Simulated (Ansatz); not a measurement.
Reaction (substitution at a C–S bond): `FCSS` + `O[SiH2][SeH]` → `FCO[SiH2][SeH]` + `SS`

Computed with Ansatz on PBE0-D4/def2-TZVP structures; ΔE is electronic, products minus reactants. CCSD(T)/CBS is the MP2 limit (def2-TZVPP, def2-QZVPP) plus CCSD(T) − MP2 in def2-TZVPP, frozen cores. This one scheme is used for every species. For Se outer-core shells are correlated without core-valence functions, which leaves a few kJ/mol of doubt a bond. Scalar relativity is left out up to krypton. One conformer a species, not always the lowest.

```json
{"species": "`FCSS`", "CCSD(T)/CBS(def2) energy (Eh)": "-935.18707"}
{"species": "`O[SiH2][SeH]`", "CCSD(T)/CBS(def2) energy (Eh)": "-2767.43299"}
{"species": "`FCO[SiH2][SeH]`", "CCSD(T)/CBS(def2) energy (Eh)": "-2905.86691"}
{"species": "`SS`", "CCSD(T)/CBS(def2) energy (Eh)": "-796.74576"}
```

(1) Work out ΔE.

Largest T1 diagnostic among the species: 0.012.

Answers

(1) ΔE = (-2905.86691) + (-796.74576) − (-935.18707) − (-2767.43299) = 0.00739 Eh = +19.4 kJ/mol.

From PBE to PBE0 (25 % exact exchange), in def2-TZVPP and without D4, ΔE moves by −4.0 kJ/mol. In def2-TZVPP, CCSD(T) changes the Hartree–Fock value by +12.2 kJ/mol (the triples alone add +2.5 kJ/mol) and MP2 by +18.9 kJ/mol.
